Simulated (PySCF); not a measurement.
C₂H₉NOSi. Atoms are numbered in the order given.

```xyz
14

Si     0.3283     0.1084    -0.4396
C      1.8934    -0.8936    -0.2799
N      0.5513     1.6996     0.1986
O     -0.8343    -0.7968     0.3634
C     -2.1605    -0.3720     0.5459
H     -0.1082     0.3154    -1.8530
H      1.7372    -1.9235    -0.6371
H      2.2076    -0.9509     0.7753
H      2.7123    -0.4389    -0.8586
H     -0.0156     2.4802    -0.1146
H      0.9012     1.8522     1.1394
H     -2.7263    -0.3569    -0.4064
H     -2.6723    -1.0670     1.2312
H     -2.2140     0.6431     0.9853
```

Geometry: B3LYP-D3(BJ)/def2-SVP. One conformer was computed; it need not be the lowest.

Computed with SMD-B3LYP/6-31G* (PySCF).

Solvation free energies are E(SMD) − E(gas) at the gas-phase geometry, for 1 M in both phases. In vacuum the dipole moment is 1.69 D.

```tsv
solvent	ΔG(solv) (kcal/mol)	its non-electrostatic (CDS) part	dipole (D)
water	-1.8	4.9	2.23
tetrahydrofuran	-3.2	1.0	2.03
ethanol	-4.5	1.7	2.18
```
